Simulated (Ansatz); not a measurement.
Isolated molecules relaxed with PBE0-D4/def2-TZVP in Ansatz; ΔE leaves out vibrations. CBS: MP2 limit from def2 TZ/QZ plus the TZ coupled-cluster correction, frozen cores. DFT in def2-TZVPP. For Ge outer-core shells are correlated without core-valence functions, which leaves a few kJ/mol of doubt a bond. Scalar relativity is left out up to krypton. Each species was taken in one conformer, which may not be the lowest.

Consider the formal exchange of groups at a Ge–Ge bond: `[GeH3][SiH2][GeH2][GeH3]` + `[SiH3][GeH2][SiH3]` → `[SiH3][GeH2][SiH2][GeH2][SiH2][GeH3]` + GeH₄.

```tsv
level	ΔE (kJ/mol)
BHLYP-D4	2.1
B2PLYP	12.2
CCSD/def2-SVP	3.0
SCS-MP2/def2-QZVPP	6.6
```

(1) What does CCSD(T)/CBS give? (Best estimate.)

Largest T1 diagnostic among the species: 0.013.

Results:

(1) Computed: +2.5 kJ/mol. The listed levels differ from it by -0.4, 9.7, 0.5, 4.1 kJ/mol.

The D4 term adds −17.2 kJ/mol with B3LYP and −10.6 kJ/mol with PBE0; it sums over pairs of atoms, weighted by their polarisabilities, and B3LYP, whose exchange is more repulsive, gets the larger term. In def2-TZVPP, CCSD(T) changes the Hartree–Fock value by −19.5 kJ/mol (the triples alone add −3.7 kJ/mol) and MP2 by −19.7 kJ/mol. From BLYP to BHLYP (50 % exact exchange), in def2-TZVPP and without D4, ΔE moves by −3.6 kJ/mol.

B3LYP here is the variant with VWN-RPA as its local correlation; programs differ in this.
